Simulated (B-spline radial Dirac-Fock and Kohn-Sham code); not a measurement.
## Anomalous scattering factors of Xe, 6 keV to 57.48 keV

The computed values come from a radial atomic solver: the dispersion relation over Dirac-Hartree-Slater subshell photoionisation cross sections, with the Kissel-Pratt high-energy constant (isolated atom, no bound-bound lines or fine structure). The forward scattering factor is f₀ + f′ + i f″.

The run's input, task.json:

```json
{"items": [{
  "Z": 54,
  "q": 0,
  "cfg": [[1, 0, 2], [2, 0, 2], [2, 1, 6], [3, 0, 2], [3, 1, 6], [3, 2, 10], [4, 0, 2], [4, 1, 6], [4, 2, 10], [5, 0, 2], [5, 1, 6]],
  "A": 132,
  "rrms": 4.7859,
  "do": "dispersion",
  "hv": [827.6, 1000.0, 1179.0, 1253.6, 1486.9, 1519.0, 1581.0, 1614.0, 1632.0, 2000.0, 2041.0, 2984.4, 3745.0, 3848.0, 4000.0, 4510.9, 4717.0, 4825.0, 4864.0, 5414.7, 6000.0, 6332.0, 6403.9, 6930.3, 8005.0, 8047.8, 8215.0, 8260.0, 8650.0, 9251.7, 12000.0, 15000.0, 17479.3, 22100.0, 22162.9, 24209.8, 28300.0, 30000.0, 33780.0, 40000.0, 42050.0, 49420.0, 51260.0, 57480.0],
  "edges": {"K": 34561.0, "L1": 5453.0, "L2": 5107.0, "L3": 4786.0, "M1": 1148.7, "M2": 1002.1, "M3": 940.6, "M4": 689.0, "M5": 676.4, "N1": 213.2, "N2": 146.7, "N3": 145.5, "N4": 69.5, "N5": 67.5}
}]}
```

Command: `python xray2_run.py task.json out`

Edges near this range: K 34561.0 eV, L1 5453.0 eV, L2 5107.0 eV, L3 4786.0 eV.

| hν (eV) | λ (Å) | f′ (e) | f″ (e) | tabulated f′ | tabulated f″ |
| --- | --- | --- | --- | --- | --- |
| 6000 | 2.066 | -3.798 | 11.894 | -3.85 | 11.56 |
| 6332 | 1.958 | -2.689 | 10.934 | -2.77 | 10.67 |
| 6403.9 | 1.936 | -2.503 | 10.742 | -2.56 | 10.49 |
| 6930.3 | 1.789 | -1.496 | 9.479 | -1.56 | 9.28 |
| 8005 | 1.549 | -0.486 | 7.518 | -0.55 | 7.37 |
| 8047.8 | 1.541 | -0.462 | 7.454 | -0.53 | 7.31 |
| 8215 | 1.509 | -0.376 | 7.208 | -0.44 | 7.07 |
| 8260 | 1.501 | -0.355 | 7.144 | -0.42 | 7.01 |
| 8650 | 1.433 | -0.202 | 6.624 | -0.27 | 6.51 |
| 9251.7 | 1.340 | -0.049 | 5.928 | -0.11 | 5.83 |
| 12000 | 1.033 | 0.056 | 3.828 | 0.01 | 3.69 |
| 15000 | 0.8266 | ? | ? | ? | ? |
| 17479.3 | 0.7093 | -0.372 | 1.995 | -0.40 | 1.92 |
| 22100 | 0.5610 | -0.769 | 1.316 | -0.79 | 1.28 |
| 22162.9 | 0.5594 | -0.774 | 1.309 | -0.80 | 1.28 |
| 24209.8 | 0.5121 | -0.956 | 1.117 | -0.97 | 1.09 |
| 28300 | 0.4381 | -1.387 | 0.843 | -1.41 | 0.82 |
| 30000 | 0.4133 | -1.639 | 0.758 | -1.65 | 0.73 |
| 33780 | 0.3670 | -3.076 | 0.610 | -3.18 | 0.59 |
| 40000 | 0.3100 | -0.957 | 2.768 | -0.97 | 2.74 |
| 42050 | 0.2948 | -0.676 | 2.551 | -0.69 | 2.53 |
| 49420 | 0.2509 | -0.201 | 1.948 | -0.21 | 1.93 |
| 51260 | 0.2419 | -0.143 | 1.831 | -0.15 | 1.81 |
| 57480 | 0.2157 | -0.027 | 1.505 | -0.04 | 1.49 |

Question: What are f′ and f″ at 15000 eV?

Answer: f′ = -0.158 and f″ = 2.607 electrons (tables: -0.19 and 2.49). By the optical theorem f″ corresponds to a photoabsorption cross section 2 rₑ λ f″ = 12100 b.

Tabulated f′: xraylib 4.2 anomalous scattering factors (Cullen et al., EPDL97); f″: Chantler's tables (J. Phys. Chem. Ref. Data 1995 and 2000). Both are theoretical tables.
